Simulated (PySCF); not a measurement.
This PySCF input asks for the NMR shieldings of `COBCCC(F)=C(F)F`, C₅H₈BF₃O; the geometry comes from GFN2-xTB.

```python
import basis_set_exchange as bse
import numpy as np
from pyscf import gto, dft
from pyscf.prop import nmr

atoms = """
C     2.539489    1.504223   -0.472298
O     1.525908    0.638666   -0.917061
B     1.245772   -0.544000   -0.396471
C     0.000608   -1.327360   -1.027986
C    -1.209411   -1.331627   -0.070880
C    -1.615192    0.063064    0.270237
F    -0.910884    0.657578    1.255101
C    -2.562167    0.765660   -0.336060
F    -3.315582    0.268639   -1.314086
F    -2.915163    2.016618   -0.066077
H     2.073721    2.406799   -0.070251
H     3.164478    1.774813   -1.326103
H     3.155433    1.040507    0.302901
H     1.859629   -1.000324    0.506084
H    -0.309320   -0.873863   -1.969330
H     0.256689   -2.366881   -1.233971
H    -0.938033   -1.840832    0.855324
H    -2.054734   -1.845360   -0.530248
"""
names = dict.fromkeys(["C", "O", "B", "F", "H"], "pcSseg-1")
basis = {el: gto.basis.parse(bse.get_basis(n, elements=[el], fmt="nwchem")) for el, n in names.items()}
mol = gto.M(atom=atoms, basis=basis, charge=0, verbose=0)
mf = dft.RKS(mol, xc="PBE0")
mf.grids.level = 2
mf.grids.alignment = dft.numint.BLKSIZE   # the property module wants whole blocks of grid points
mf.conv_tol = 1e-9
mf.kernel()

calc = nmr.RKS(mf)   # GIAO
C = mf.mo_coeff
Co = C[:, mf.mo_occ > 0]
resp = mf.gen_response(singlet=True, hermi=2)
def vind(x):   # induced exchange potential for any number of trial vectors
    d = np.einsum("pi,xij,qj->xpq", C, 2 * x.reshape(-1, C.shape[1], Co.shape[1]), Co, optimize=True)
    return np.einsum("xpq,pi,qj->xij", resp(d - d.transpose(0, 2, 1)), C, Co, optimize=True).ravel()
mo1, _ = nmr.rhf.solve_mo1(calc, with_cphf=vind)
sigma = calc.kernel(mo1)
for i, s in enumerate(sigma):   # ppm
    print("%2d %-2s %9.2f" % (i, mol.atom_pure_symbol(i), np.trace(s) / 3))
```

**Question.** What are the results?

**Answer.** 
```
 0 C     123.85
 1 O     144.62
 2 B      53.50
 3 C     161.81
 4 C     160.30
 5 C      45.94
 6 F     358.06
 7 C      19.96
 8 F     299.10
 9 F     278.73
10 H      27.35
11 H      27.39
12 H      27.66
13 H      26.36
14 H      30.78
15 H      30.64
16 H      29.33
17 H      29.00
```

These numbers come from an equivalent density-fitted implementation of the same equations, which agrees with the script to about 0.01 ppm for H and up to a few tenths of a ppm for heavy atoms, so last digits may differ.

Size and cost of the density-fitted run: 210 basis functions, 72 s wall time on 1 thread of an Arm Neoverse N1, shared host; peak memory 0.94 GiB.
